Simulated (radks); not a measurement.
Results of a calculation; reference values are marked as such.
Problem. Ca, configuration [Ne] 3s1 3p6 4s2 5s1 (not the ground configuration). Level of theory: Dirac Kohn-Sham, PW91, spin-unpolarised, spherical densities, point nucleus (a radial shooting solver on a logarithmic mesh with Libxc functionals). Some entries of the table are withheld. Estimate them.

| orbital | occ. | eigenvalue (eV) | <r^2> (bohr^2) | <1/r> (bohr^-1) |
|---|---|---|---|---|
| 1s1/2 | 2 | -3965.138 | 0.007942 | 19.74 |
| 2s1/2 | 2 | -428.8045 | 0.1570 | 4.057 |
| 2p1/2 | 2 | -351.8355 | 0.1314 | 3.983 |
| 2p3/2 | 4 | -348.1390 | 0.1333 | 3.941 |
| 3s1/2 | 1 | -58.3414 | (1) | 1.242 |
| 3p1/2 | 2 | -39.0767 | (2) | 1.128 |
| 3p3/2 | 4 | -38.6553 | (3) | 1.120 |
| 4s1/2 | 2 | -7.7283 | (4) | 0.3976 |
| 4p1/2 | 0 | -4.2192 | 19.04 | 0.3235 |
| 4p3/2 | 0 | -4.1798 | 19.24 | 0.3217 |
| 5s1/2 | 1 | -1.4095 | 92.14 | (5) |

Solution. 
(1) 3s1/2 <r^2> (bohr^2): 1.464
(2) 3p1/2 <r^2> (bohr^2): 1.726
(3) 3p3/2 <r^2> (bohr^2): 1.746
(4) 4s1/2 <r^2> (bohr^2): 12.41
(5) 5s1/2 <1/r> (bohr^-1): 0.1372
